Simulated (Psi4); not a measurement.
H4F2GeOSi, singlet, at a GFN2-xTB geometry, atoms displaced at random by about 0.08 Å a coordinate; B3LYP/STO-3G, gradient run with Psi4.

Input for Psi4:
```
memory 2 GB

molecule mol {
0 1
Si    1.495079   -0.483788    0.361496
F     1.171805   -0.816695    1.809189
F     2.006589    1.113733    0.603744
O     0.079676   -0.468005   -0.531763
Ge   -1.544958    0.107040   -0.648534
H     2.254856   -1.177968   -0.504594
H    -2.146431   -0.373972    0.544396
H    -2.027928   -0.329799   -1.763895
H    -1.321246    1.751362   -0.536353
symmetry c1
no_reorient
no_com
}

set {
  basis sto-3g
  reference rks
}

gradient('b3lyp')
print_variables()
```

### Question
Write the output that Psi4 gives for this input, abridged.

### Answer

```
gradient() will perform analytic gradient computation.

   => Loading Basis Set <=

    Name: STO-3G
    Role: ORBITAL
    Keyword: BASIS

         ---------------------------------------------------------
                                   SCF
               by Justin Turney, Rob Parrish, Andy Simmonett
                          and Daniel G. A. Smith
                              RKS Reference
         ---------------------------------------------------------

  ==> Geometry <==

    Molecular point group: c1
    Full point group: C1

    Geometry (in Angstrom), charge = 0, multiplicity = 1:

       Center              X                  Y                   Z               Mass
    ------------   -----------------  -----------------  -----------------  -----------------
         SI           1.495079000000    -0.483788000000     0.361496000000    27.976926534650
         F            1.171805000000    -0.816695000000     1.809189000000    18.998403162730
         F            2.006589000000     1.113733000000     0.603744000000    18.998403162730
         O            0.079676000000    -0.468005000000    -0.531763000000    15.994914619570
         GE          -1.544958000000     0.107040000000    -0.648534000000    73.921177761000
         H            2.254856000000    -1.177968000000    -0.504594000000     1.007825032230
         H           -2.146431000000    -0.373972000000     0.544396000000     1.007825032230
         H           -2.027928000000    -0.329799000000    -1.763895000000     1.007825032230
         H           -1.321246000000     1.751362000000    -0.536353000000     1.007825032230

  Running in c1 symmetry.

  Rotational constants: A =      0.18936  B =      0.03650  C =      0.03425 [cm^-1]
  Rotational constants: A =   5676.93595  B =   1094.20326  C =   1026.67713 [MHz]
  Nuclear repulsion =  464.653956587295454

  Charge       = 0
  Multiplicity = 1
  Electrons    = 76
  Nalpha       = 38
  Nbeta        = 38

  ==> Algorithm <==

  SCF Algorithm Type is DF.
  DIIS enabled.
  MOM disabled.
  Fractional occupation disabled.
  Guess Type is SAD.
  Energy threshold   = 1.00e-08
  Density threshold  = 1.00e-08
  Integral threshold = 1.00e-12

  ==> Primary Basis <==

  Basis Set: STO-3G
    Blend: STO-3G
    Number of shells: 26
    Number of basis functions: 46
    Number of Cartesian functions: 47
    Spherical Harmonics?: true
    Max angular momentum: 2

  ==> DFT Potential <==

   => LibXC <=

    Version 7.1.2
    S. Lehtola, C. Steigemann, M. J. T. Oliveira, and M. A. L. Marques,  SoftwareX 7, 1–5 (2018) (10.1016/j.softx.2017.11.002)

   => Composite Functional: B3LYP <=

    B3LYP Hyb-GGA Exchange-Correlation Functional

    P. J. Stephens, F. J. Devlin, C. F. Chabalowski, and M. J. Frisch,  J. Phys. Chem. 98, 11623 (1994) (10.1021/j100096a001)

    Deriv               =              1
    GGA                 =           TRUE
    Meta                =          FALSE

    Exchange Hybrid     =           TRUE
    MP2 Hybrid          =          FALSE

   => Exchange Functionals <=

    0.0800   Slater exchange
    0.7200         Becke 88

   => Exact (HF) Exchange <=

    0.2000               HF

   => Correlation Functionals <=

    0.1900   Vosko, Wilk & Nusair (VWN5_RPA)
    0.8100   Lee, Yang & Parr

   => LibXC Density Thresholds  <==

    XC_HYB_GGA_XC_B3LYP:  1.00E-15

   => Molecular Quadrature <=

    Radial Scheme          =       TREUTLER
    Pruning Scheme         =           NONE
    Nuclear Scheme         =       TREUTLER

    Blocking Scheme        =         OCTREE
    BS radius alpha        =              1
    Pruning alpha          =              1
    Radial Points          =             75
    Spherical Points       =            302
    Total Points           =         190930
    Total Blocks           =           1480
    Max Points             =            256
    Max Functions          =             42
    Weights Tolerance      =       1.00E-15

   => Loading Basis Set <=

[...]
  @DF-RKS Final Energy: -2612.56565098578312
    Total Energy =                      -2612.5656509857835772
[...]
         F            2.006589000000     1.113733000000     0.603744000000    18.998403162730
         O            0.079676000000    -0.468005000000    -0.531763000000    15.994914619570
         GE          -1.544958000000     0.107040000000    -0.648534000000    73.921177761000
         H            2.254856000000    -1.177968000000    -0.504594000000     1.007825032230
         H           -2.146431000000    -0.373972000000     0.544396000000     1.007825032230
         H           -2.027928000000    -0.329799000000    -1.763895000000     1.007825032230
         H           -1.321246000000     1.751362000000    -0.536353000000     1.007825032230

  Nuclear repulsion =  464.653956587295454

  ==> Basis Set <==

  Basis Set: STO-3G
    Blend: STO-3G
    Number of shells: 26
    Number of basis functions: 46
    Number of Cartesian functions: 47
    Spherical Harmonics?: true
    Max angular momentum: 2

  ==> DFJKGrad: Density-Fitted SCF Gradients <==

    Gradient:                    1
    J tasked:                  Yes
    K tasked:                  Yes
    wK tasked:                  No
    Integrals threads:           1
    Schwarz Cutoff:          1E-12
    Fitting Condition:       1E-10

   => Auxiliary Basis Set <=

  Basis Set: (STO-3G AUX)
    Blend: DEF2-UNIVERSAL-JKFIT
    Number of shells: 197
    Number of basis functions: 697
    Number of Cartesian functions: 885
    Spherical Harmonics?: true
    Max angular momentum: 5

  ==> DFT Potential <==

   => LibXC <=

    Version 7.1.2
    S. Lehtola, C. Steigemann, M. J. T. Oliveira, and M. A. L. Marques,  SoftwareX 7, 1–5 (2018) (10.1016/j.softx.2017.11.002)

   => Composite Functional: B3LYP <=

    B3LYP Hyb-GGA Exchange-Correlation Functional

    P. J. Stephens, F. J. Devlin, C. F. Chabalowski, and M. J. Frisch,  J. Phys. Chem. 98, 11623 (1994) (10.1021/j100096a001)

    Deriv               =              1
    GGA                 =           TRUE
    Meta                =          FALSE

    Exchange Hybrid     =           TRUE
    MP2 Hybrid          =          FALSE

   => Exchange Functionals <=

    0.0800   Slater exchange
    0.7200         Becke 88

   => Exact (HF) Exchange <=

    0.2000               HF

   => Correlation Functionals <=

    0.1900   Vosko, Wilk & Nusair (VWN5_RPA)
    0.8100   Lee, Yang & Parr

   => LibXC Density Thresholds  <==

    XC_HYB_GGA_XC_B3LYP:  1.00E-15

   => Molecular Quadrature <=

    Radial Scheme          =       TREUTLER
    Pruning Scheme         =           NONE
    Nuclear Scheme         =       TREUTLER

    Blocking Scheme        =         OCTREE
    BS radius alpha        =              1
    Pruning alpha          =              1
    Radial Points          =             75
    Spherical Points       =            302
    Total Points           =         190930
    Total Blocks           =           1480
    Max Points             =            256
    Max Functions          =             42
    Weights Tolerance      =       1.00E-15

  -Total Gradient:
     Atom            X                  Y                   Z
    ------   -----------------  -----------------  -----------------
       1        0.053397355046    -0.113149350663     0.070252664261
       2        0.015425499103     0.040932570083    -0.095223373174
       3        0.002730071055     0.029831019379     0.012448423094
       4       -0.001967184768     0.004560159756     0.003143152011
       5       -0.064047271966    -0.058364528792    -0.061150719824
       6       -0.047509969519     0.038604504586     0.025042292048
       7        0.008063055452    -0.006195786143     0.003025358820
       8        0.016181534383     0.009799011611     0.036381256078
       9        0.017685440030     0.054311872674     0.005869461132

  Variable Map:
  ----------------------------------------------------------------------------
[...]
  Array Variable Map:
  ----------------------------------------------------------------------------
[...]
[...]
```
